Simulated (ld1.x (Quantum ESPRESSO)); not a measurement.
Ag, TM: configuration errors across variants

silver (Ag), norm-conserving Troullier–Martins (Kleinman–Bylander form), made with ld1.x (Quantum ESPRESSO) 7.5 (Wu–Cohen, scalar-relativistic). Core [Ar] 3d10, reference 4s2 4p6 4d10 5s0 5p0 (charge +1). Waves: 4s (bound): rc 1.30 bohr; 4d (bound): rc 1.85 bohr; 4p (bound): rc 1.50 bohr. Local part: the p channel. Core correction: Bessel-smoothed model core inside 1.25 bohr.

All-electron excitation energies from the reference (eV): (1) 4s2 4p6 4d10 5s1 5p0 -7.730; (2) 4s2 4p6 4d9 5s0 5p0 22.127; (3) 4s2 4p6 4d8 5s0 5p0 58.329; (4) 4s2 4p5 4d10 5s1 5p0 57.500; (5) 4s1 4p6 4d10 5s1 5p0 94.298; (6) 4s2 4p6 4d10 5s0.5 5p0 -4.719; (7) 4s2 4p6 4d9 5s2 5p0 -3.681.

2 further variants failed, have other tests or another functional or relativity, and are left out.

Errors AE − PS in meV (a dash: test not solved or not reliable):

| change | (1) | (2) | (3) | (4) | (5) | (6) | (7) | bound ghosts |
| --- | --- | --- | --- | --- | --- | --- | --- | --- |
| base | +427 | +4.2 | +32 | +643 | +608 | +247 | +1062 | none |
| local potential the d channel | +297 | -8.7 | -27 | +492 | +457 | +175 | +788 | none |
| all radii but the core radius scaled by about 0.76 (s 0.98, p 1.14, d 1.40 bohr) | +57 | +0.1 | +5.8 | +63 | +66 | +33 | +144 | none |
| wave 4s (bound): rc 1.30 bohr becomes 4s (bound): rc 1.24 bohr | +344 | +4.2 | +32 | +495 | +479 | +199 | +855 | none |
| wave 4d (bound): rc 1.85 bohr becomes 4d (bound): rc 2.56 bohr | +433 | +23 | +178 | +445 | +337 | +248 | +1136 | none |
| type RRKJ; rho0 0.02 | +230 | +4.2 | +41 | +229 | +226 | +132 | +580 | none |
| wave 4p (bound): rc 1.50 bohr becomes 4p (bound): rc 1.00 bohr | +284 | -1.2 | +4.7 | +431 | +354 | +164 | +717 | none |
| type PAW; waves now 4s (bound): rcut 1.20, rcutus 1.30 bohr; 5s (bound): rcut 1.20, rcutus 1.30 bohr; 4p (bound): rcut 1.35, rcutus 1.50 bohr; 5p (bound): rcut 1.35, rcutus 1.50 bohr; 4d (bound): rcut 1.60, rcutus 1.85 bohr; 4d channel at -0.45 Ry: rcut 1.60, rcutus 1.85 bohr; local potential all-electron potential smoothed inside 1.20 bohr (lloc = -1); augmentation PSQ, inside the norm-conserving radii | +1.2 | -0.4 | -1.8 | -37 | -37 | +0.7 | +2.6 | none |
| wave 4p (bound): rc 1.50 bohr becomes 4p (bound): rc 1.88 bohr | +505 | +8.7 | +53 | +745 | +730 | +291 | +1242 | none |

(1) Give the same row for: core correction Bessel-smoothed model core inside 0.78 bohr.

Results:

(1) +426, +4.3, +33, +640, +590, +246, +1056; bound ghosts: none.
